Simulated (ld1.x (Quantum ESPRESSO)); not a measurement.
## Before and after: TM potential for phosphorus

phosphorus, norm-conserving Troullier–Martins (Kleinman–Bylander form), made with ld1.x (Quantum ESPRESSO) 7.5 (PBE, non-relativistic). Core [Ne], reference 3s2 3p1 (charge +2). Waves: 3s (bound): rc 1.35 bohr; 3p (bound): rc 1.60 bohr. Local part: all-electron potential smoothed inside 1.20 bohr (lloc = -1). Core correction: Bessel-smoothed model core inside 1.10 bohr.

All-electron outer shells of the reference configuration (PBE, non-relativistic, ld1.x):

```json
{"shell": "3s", "level (eV)": "-33.86", "outermost node (bohr)": "0.65", "outermost maximum (bohr)": "1.52"}
{"shell": "3p", "level (eV)": "-24.28", "outermost node (bohr)": "0.63", "outermost maximum (bohr)": "1.68"}
```

Change: scalar-relativistic.

Cutoffs: the cutoffs (Ry, on a coarse ladder) from which the occupation-weighted sum of valence levels, in a spherical-Bessel basis at the reference potential, stays within 10 and 1 mRy of its value at 400 Ry; they do not see the model core or the augmentation charge, which bear on the density cutoff. Errors are all-electron minus pseudo energies relative to the spin-unpolarised reference configuration.

Task: Predict the effect on cutoff, ghosts and configuration errors.

Result: The potential gets softer (35 Ry and 70 Ry → 35 Ry and 60 Ry); the errors of the 7 common tests hardly move; neither file shows a bound ghost.

| quantity | base | changed |
| --- | --- | --- |
| cutoff, loose | 35 Ry | 35 Ry |
| cutoff, tight | 70 Ry | 60 Ry |
| bound ghosts | none | none |
| error for 3s2 3p3, meV [ΔE -28.90 → -28.88 eV] | +34 | +35 |
| error for 3s2 3p2, meV [ΔE -19.16 → -19.15 eV] | +13 | +14 |
| error for 3s2 3p0, meV [ΔE 29.75 → 29.74 eV] | +25 | +23 |
| error for 3s1 3p4, meV [ΔE -20.45 → -20.34 eV] | +23 | +24 |
| error for 3s1 3p3, meV [ΔE -10.13 → -10.03 eV] | +7.1 | +7.6 |
| error for 3s0 3p5, meV [ΔE -11.88 → -11.68 eV] | +13 | +13 |
| error for 3s2 3p3.3, meV [ΔE -30.21 → -30.18 eV] | +39 | +40 |
| s: phases at 1.75 bohr within 0.05 rad from the reference energy up to (Ry; the scan ends near 5) | 0.2 | 0.3 |
| p: phases at 1.75 bohr within 0.05 rad from the reference energy up to (Ry; the scan ends near 5) | 3.0 | 3.0 |
